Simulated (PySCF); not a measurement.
## MN15 on Au⁺ (gold, charge +1)

Configuration: [Xe] 4f14 5d10, closed-shell 1S. All numbers are calculated (PySCF 2.14, scalar relativity through the core potential, in def2-TZVP with the def2 core potential (60 electrons) (6s4p3d1f, 40 functions)).

- Total energy: -135.1308 hartree
- One-electron energy: -232.3749 hartree
- Hartree (Coulomb) energy: 109.5957 hartree
- Exchange-correlation energy: -12.3516 hartree
- ⟨S²⟩: 0.0000
- ⟨L²⟩: 0.000
- Sum of ⟨r⟩: 24.49 bohr
- Sum of ⟨r²⟩: 39.82 bohr²
- Time after the integrals: 1.1 s of wall time on 1 thread of Neoverse-V2 (shared host)

```json
{"shell": "5s", "electrons": "2", "mean orbital energy (hartree)": "-4.41051", "rms radius, mean of both spins (bohr)": "0.997"}
{"shell": "5p", "electrons": "6", "mean orbital energy (hartree)": "-2.61726", "rms radius, mean of both spins (bohr)": "1.16"}
{"shell": "5d", "electrons": "10", "mean orbital energy (hartree)": "-0.65226", "rms radius, mean of both spins (bohr)": "1.72"}
```

Energies and moments cover only the electrons outside the core potential. Spin-orbit coupling, which splits the p, d and f shells strongly at this Z, is absent.
